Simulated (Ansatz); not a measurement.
H₆O₄SSi₂, SMILES `O[SiH](O)S[SiH](O)O` at its PBE0-D4/def2-TZVP geometry, where that method's forces vanish. Charge 0, multiplicity 1.

```json
{"atom": "O1", "x (Å)": "-2.688", "y (Å)": "0.320", "z (Å)": "1.340"}
{"atom": "Si2", "x (Å)": "-1.126", "y (Å)": "-0.123", "z (Å)": "1.456"}
{"atom": "O3", "x (Å)": "-0.905", "y (Å)": "-1.555", "z (Å)": "0.714"}
{"atom": "S4", "x (Å)": "0.193", "y (Å)": "1.363", "z (Å)": "0.608"}
{"atom": "Si5", "x (Å)": "0.843", "y (Å)": "0.350", "z (Å)": "-1.143"}
{"atom": "O6", "x (Å)": "2.028", "y (Å)": "1.254", "z (Å)": "-1.814"}
{"atom": "O7", "x (Å)": "1.443", "y (Å)": "-1.150", "z (Å)": "-0.812"}
{"atom": "H8", "x (Å)": "-3.081", "y (Å)": "0.367", "z (Å)": "0.466"}
{"atom": "H9", "x (Å)": "-0.850", "y (Å)": "-0.150", "z (Å)": "2.903"}
{"atom": "H10", "x (Å)": "-0.051", "y (Å)": "-1.740", "z (Å)": "0.300"}
{"atom": "H11", "x (Å)": "-0.258", "y (Å)": "0.088", "z (Å)": "-2.086"}
{"atom": "H12", "x (Å)": "2.133", "y (Å)": "2.157", "z (Å)": "-1.514"}
{"atom": "H13", "x (Å)": "2.319", "y (Å)": "-1.181", "z (Å)": "-0.417"}
```

(1) For each bond, give half the difference of the two atoms' forces along it (eV/Å; positive pushes the atoms apart) under PBE-D4, r2SCAN-D4, B3LYP-D4, ωB97M-V in def2-TZVPP. (Estimate.)

Results:

(1) Ansatz gave: 
```csv
bond,length (Å),PBE-D4,r2SCAN-D4,B3LYP-D4,ωB97M-V
O1–Si2,1.628,0.30,0.04,0.10,0.11
O1–H8,0.959,0.33,0.02,-0.02,-0.06
Si2–O3,1.628,0.27,0.06,0.13,0.12
Si2–S4,2.161,-0.02,0.02,0.11,0.01
Si2–H9,1.474,0.00,-0.05,-0.20,-0.23
O3–H10,0.967,0.34,0.00,-0.06,-0.11
S4–Si5,2.125,-0.01,0.01,0.12,0.02
Si5–O6,1.634,0.30,0.04,0.09,0.11
Si5–O7,1.650,0.30,0.05,0.11,0.10
Si5–H11,1.473,-0.01,-0.04,-0.18,-0.22
O6–H12,0.958,0.32,0.02,-0.02,-0.05
O7–H13,0.961,0.33,0.02,-0.02,-0.06
```

B3LYP here is the variant with VWN-RPA as its local correlation; programs differ in this.
